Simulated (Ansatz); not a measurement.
System: BGeH4, charge 0, doublet. BGeH4 (SMILES [BH2][GeH2], doublet).
B3LYP-D3(BJ)/def2-TZVP minimum from Ansatz (a quantum-chemistry and plane-wave program):
```
Ge
H 1 1.5375
H 1 1.5375 2 109.60
B 1 1.9814 2 125.20 3 -180.00
H 4 1.1875 1 118.95 2 180.00
H 4 1.1875 5 122.09 1 -180.00
```
Charge 0, spin multiplicity 2.

Property: atomisation energy (electronic, to ground-state atoms), in kcal/mol. Radicals and triplets start from unrestricted determinants; spin-orbit coupling is neglected. Cores are frozen in correlated methods (noble-gas shells, and filled d and f shells in the p block). No relativity. CBS(X,Y): correlation extrapolated as X^-3, Hartree-Fock from the larger set. A bracket is a step between two methods taken in the basis named. Double hybrids freeze cores in their MP2 part. For partners of very few electrons the exact lower level stands in for a higher one.

CCSD(T)/CBS(cc-pVTZ,cc-pVQZ) + [CCSDT(Q) - CCSD(T)]/cc-pVTZ (Ansatz) gives 382.9 kcal/mol.

Q: How far off this value is PBE/def2-TZVPD (Ansatz), in which direction, and how far these levels: PBE0/def2-TZVPD, wB97M-V/def2-TZVPD, B2PLYP/def2-TZVPD, CCSD(T)/CBS(cc-pVTZ,cc-pVQZ)?

A: PBE gives 385.5 kcal/mol, 2.6 kcal/mol above it. Differences of the others: PBE0/def2-TZVPD (Ansatz) 1.7; wB97M-V/def2-TZVPD (Ansatz) 2.3; B2PLYP/def2-TZVPD (Ansatz) -2.9; CCSD(T)/CBS(cc-pVTZ,cc-pVQZ) (Ansatz) -0.3 kcal/mol.
